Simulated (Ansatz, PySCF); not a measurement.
Reaction 2 R1 → P1, each structure at its B3LYP-D3(BJ)/def2-TZVP stationary point, reached from a drawn start (curvature not checked).
R1, As2 (SMILES [As]#[As]) (charge 0, multiplicity 1):
```xyz
2

As    -1.052     0.000     0.000
As     1.052     0.000     0.000
```
P1: As4 (SMILES [As]12[As]3[As]1[As]23), charge 0, multiplicity 1.

P less R. No zero-point or thermal terms; no spin–orbit coupling.

Correlated levels freeze the cores. In cc and def2 sets filled d and f shells under p-block atoms count as core. CBS(a, b) extrapolates the correlation energy as X⁻³ and adds the Hartree–Fock energy of set b.

Codes used: Ansatz (a first-principles code) with Gaussian orbitals; PySCF for the D3/D4 terms. No computed number here is a measurement.

The comparison value is -58.67 kcal/mol (CCSD(T)/CBS(cc-pVTZ, cc-pVQZ)). It is a level with limits of its own, not the exact answer.

Order these levels by how close they come to the comparison value for the reaction energy, closest first: B97M-V/def2-TZVPP, B3LYP-D3(BJ)/def2-TZVPP, revPBE/def2-TZVPP, HF/cc-pVQZ, r2SCAN/def2-TZVPP. Give each level's value less the comparison value.

B3LYP-D3(BJ)/def2-TZVPP (0.47 kcal/mol), revPBE/def2-TZVPP (-1.16 kcal/mol), B97M-V/def2-TZVPP (-7.53 kcal/mol), r2SCAN/def2-TZVPP (-8.30 kcal/mol), HF/cc-pVQZ (13.18 kcal/mol)
